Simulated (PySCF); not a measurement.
# Excitation energy of Au by level of theory

Au [Xe] 4f14 5d10 6s1 (2S) → Au [Xe] 4f14 5d9 6s1 7s1 (4D), as a difference of total energies. Calculation: PySCF 2.14, in aug-cc-pVTZ-PP with ECP60MDF; scalar relativity through the core potential. Correlated levels: valence: 5s2 5p6 frozen. The calculations carry no spin-orbit coupling.

```
           method  excitation energy (eV)
              UHF                   7.289
              LDA                   9.271
              PBE                   8.870
             PBE0                   8.702
           r2SCAN                   8.787
            TPSSh                   8.660
             PW91                   8.922
            B97-3                   8.859
             BP86                   8.992
    MP2 (valence)                   9.184
SCS-MP2 (valence)                   9.118
```

How much does correlation contribute at MP2 (valence)?

9.184 − (7.289) = 1.895 eV, measured against UHF.

The promoted electron is Rydberg-like, and one or two diffuse shells describe it only roughly, which tends to raise the upper state.
